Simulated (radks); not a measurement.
Task: The mean radii <r> (bohr) of the occupied orbitals of an atom or ion are listed with their occupations. Calculated with a radial shooting solver on a logarithmic mesh with Libxc functionals: Dirac Kohn-Sham, BLYP, spin-unpolarised, spherical densities, finite nucleus; Fermi nuclear charge, rms radius of each element as measured or else 0.836 A^(1/3) + 0.57 fm.

| orbital | occ. | <r> |
|---|---|---|
| 1s1/2 | 2 | 0.02971 |
| 2s1/2 | 2 | 0.1276 |
| 2p1/2 | 2 | 0.1080 |
| 2p3/2 | 4 | 0.1132 |
| 3s1/2 | 2 | 0.3310 |
| 3p1/2 | 2 | 0.3191 |
| 3p3/2 | 4 | 0.3283 |
| 3d3/2 | 4 | 0.2930 |
| 3d5/2 | 1 | 0.2958 |
| 4s1/2 | 2 | 0.6722 |

Name the element and its charge. Open shells, if any, fill j = l - 1/2 first.

Result: Z = 49, indium, charge +24: In24+ in [Ar] 3d5 4s2. The 1s radius gives Z: for a bare nucleus <r> = (2 gamma + 1)/(2Z) with gamma = sqrt(1 - (Z/c)^2), 0.02926 bohr for Z = 49, and screening makes it slightly larger (0.02971 here). The occupations add up to 25, and the charge is Z minus that.
